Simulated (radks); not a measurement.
The numbers below are computed, except where a source is named.
Fractional charge and spin in the 2s shell of fluorine: the spin-up occupation runs from 0 to 1 and the spin-down occupation from 0 to 1; the fullest corner is F, [He] 2p(up 2.5, down 2.5) 2s(up 1, down 1). Level of theory: non-relativistic Kohn-Sham, SCAN, spin-polarised, spherical densities, point nucleus; meta-GGA in the generalised Kohn-Sham scheme (a radial shooting solver on a logarithmic mesh with Libxc functionals). Energy (eV) minus the two flat planes that join the four corners (they meet along the diagonal where the two added fractions sum to one electron); zero is where a piecewise linear energy would lie.

down \ up,0,0.25,0.5,0.75,1
0,0.000,-1.689,-2.284,-1.718,0.000
0.25,-1.689,-1.963,-1.193,0.696,-1.416
0.5,-2.284,-1.193,0.895,-1.056,-1.936
0.75,-1.718,0.696,-1.056,-1.771,-1.455
1,0.000,-1.416,-1.936,-1.455,0.000

Corners above the fullest one (they belong to F+ and the next ion): (up 1, down 0) 39.370 eV, (up 0, down 1) 39.370 eV, (up 0, down 0) 99.211 eV. With half an added electron in each spin the energy lies 0.895 eV from the planes, and with half an added electron in spin up alone -2.284 eV. The planes are only a guide here: the flat-plane condition holds for ground states with one frontier orbital, while this shell lies below other occupied shells, so the corners above the fullest one are inner-hole states and not the ground states of those ions.
